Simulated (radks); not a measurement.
The numbers below are computed, except where a source is named.
Species: Re III. Configuration: [Xe] 4f14 5d4 6p1 (not the ground configuration).

Level of theory: non-relativistic Kohn-Sham, PBE, spin-polarised, spherical densities, point nucleus; open shells are filled with parallel spins first (spin-orbit coupling, left out, can overturn this in heavy ions); relativity is left out, which matters for an element this heavy (a radial shooting solver on a logarithmic mesh with Libxc functionals).

Energy parts (eV):
total: -429586.62
kinetic: 429478.05
electron-nucleus: -1021504.39
Hartree: 170957.30
exchange-correlation: -8517.57

Orbitals (lengths in bohr, moments of r in powers of bohr; r(90%) holds 90 % of the orbital's charge):
| orbital | occ. | eigenvalue (eV) | r(90%) |
|---|---|---|---|
| 1s up | 1 | -65585.00 | 0.0359 |
| 1s down | 1 | -65585.00 | 0.0359 |
| 2s up | 1 | -10832.28 | 0.131 |
| 2s down | 1 | -10832.02 | 0.131 |
| 2p up | 3 | -10390.44 | 0.116 |
| 2p down | 3 | -10390.24 | 0.116 |
| 3s up | 1 | -2502.377 | 0.315 |
| 3s down | 1 | -2502.289 | 0.315 |
| 3p up | 3 | -2296.908 | 0.307 |
| 3p down | 3 | -2296.813 | 0.307 |
| 3d up | 5 | -1913.887 | 0.280 |
| 3d down | 5 | -1913.717 | 0.280 |
| 4s up | 1 | -523.9160 | 0.689 |
| 4s down | 1 | -523.7169 | 0.689 |
| 4p up | 3 | -437.4935 | 0.707 |
| 4p down | 3 | -437.2811 | 0.707 |
| 4d up | 5 | -279.7488 | 0.751 |
| 4d down | 5 | -279.4874 | 0.751 |
| 5s up | 1 | -91.0817 | 1.63 |
| 5s down | 1 | -88.6057 | 1.61 |
| 4f up | 7 | -72.8021 | 0.923 |
| 4f down | 7 | -72.3552 | 0.915 |
| 5p up | 3 | -65.5386 | 1.81 |
| 5p down | 3 | -62.7534 | 1.80 |
| 5d up | 4 | -27.0739 | 2.55 |
| 5d down | 0 | -23.8436 | 2.56 |
| 6p up | 1 | -15.1194 | 4.78 |

The highest occupied level is 6p up at -15.119 eV. The configuration is held as typed, so some empty levels lie below it. Spin moment in Bohr magnetons: 5. The spin density at the nucleus is -3.498 e/bohr^3 (1s -0.056, 2s -0.231, 3s -0.130, 4s 0.301, 5s -3.382).
